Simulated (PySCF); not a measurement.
C2H8F2Si2, SMILES FC(F)C[SiH2][SiH3].

Coordinates come from a PBE-D3(BJ)/def2-SVP optimisation. The structure was generated by enumeration, and PubChem lists no compound with its InChIKey, so it may never have been made. One conformer was computed; it need not be the lowest.

These are PySCF with PBE-D3(BJ)/def2-SVP values and carry that method's errors.

Frequencies are harmonic and unscaled.

Computed harmonic wavenumbers and intensities:
```csv
mode,ν (cm⁻¹),IR (km/mol),moving atoms (share of kinetic energy)
1,39,0.9,"F 56 %, Si 27 %, H 11 %"
2,68,1.4,"F 36 %, Si 30 %, H 24 %, C 10 %"
3,100,0.0,"H 77 %, F 12 %, Si 9 %"
4,123,0.5,"H 35 %, Si 24 %, F 21 %, C 20 %"
5,194,1.7,"C 29 %, F 25 %, H 24 %, Si 22 %"
6,342,10.1,H 89 %
7,353,15.0,"F 44 %, Si 30 %, H 19 %"
8,415,0.2,"Si 74 %, H 15 %"
9,435,6.1,"H 45 %, F 29 %, C 21 %"
10,488,10.7,"H 69 %, Si 17 %, F 8 %"
11,529,1.7,"H 62 %, F 14 %, Si 13 %, C 11 %"
12,551,0.8,"F 53 %, H 26 %, C 11 %, Si 10 %"
13,646,1.0,"H 80 %, Si 10 %, C 8 %"
14,687,29.1,"H 70 %, C 24 %"
15,756,154.4,"H 54 %, C 24 %, Si 18 %"
16,807,138.0,"H 63 %, C 25 %, F 8 %"
17,843,49.4,"H 78 %, Si 11 %, C 8 %"
18,895,15.4,H 97 %
19,901,25.0,H 97 %
20,912,83.5,H 97 %
21,948,50.0,"H 52 %, C 32 %, F 14 %"
22,1059,159.2,"C 55 %, F 28 %, H 16 %"
23,1102,90.1,"C 53 %, H 33 %, F 14 %"
24,1158,33.5,"H 54 %, C 37 %, F 9 %"
25,1175,45.6,"H 56 %, C 41 %"
26,1335,22.3,"H 86 %, C 12 %"
27,1349,29.7,"H 77 %, C 22 %"
28,1384,47.6,"H 77 %, C 23 %"
29,2146,64.8,H 98 %
30,2154,32.9,H 97 %
31,2160,42.9,H 96 %
32,2170,102.3,H 96 %
33,2174,111.3,H 96 %
34,2955,42.8,H 92 %
35,2996,0.7,H 95 %
36,3061,0.8,"H 91 %, C 9 %"
```
